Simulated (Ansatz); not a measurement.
`C[BH][AlH][OH]` and `C[BH][AlH][SiH2]C` differ in one atom or group.

Ansatz, PBE0-D4/def2-TZVP geometries, multiplicity 1. Each molecule was computed in one conformer, which needn't be the lowest.

| property | `C[BH][AlH][OH]` |
| --- | --- |
| LUMO energy (PBE/def2-TZVPP) / eV | -2.73 |
| HOMO–LUMO gap (PBE/def2-TZVPP) / eV | 3.13 |
| LUMO energy (B3LYP/def2-TZVPP) / eV | -1.92 |
| size of the dipole moment (PBE/def2-TZVPP) / D | 0.54 |
| HOMO–LUMO gap (PBE0/def2-TZVPP) / eV | 5.29 |
| HOMO–LUMO gap (B3LYP/def2-TZVPP) / eV | 4.94 |

Task: What does the change do to each property? (Estimate.)

Result: Computed: 
```csv
property,`C[BH][AlH][SiH2]C`,shift
LUMO energy (PBE/def2-TZVPP) / eV,-2.69,0.04
HOMO–LUMO gap (PBE/def2-TZVPP) / eV,2.88,-0.25
LUMO energy (B3LYP/def2-TZVPP) / eV,-1.95,-0.03
size of the dipole moment (PBE/def2-TZVPP) / D,1.69,1.15
HOMO–LUMO gap (PBE0/def2-TZVPP) / eV,4.85,-0.44
HOMO–LUMO gap (B3LYP/def2-TZVPP) / eV,4.50,-0.44
```

Dipoles are sizes alone; their direction can turn.

B3LYP here is the variant with VWN-RPA as its local correlation; programs differ in this.
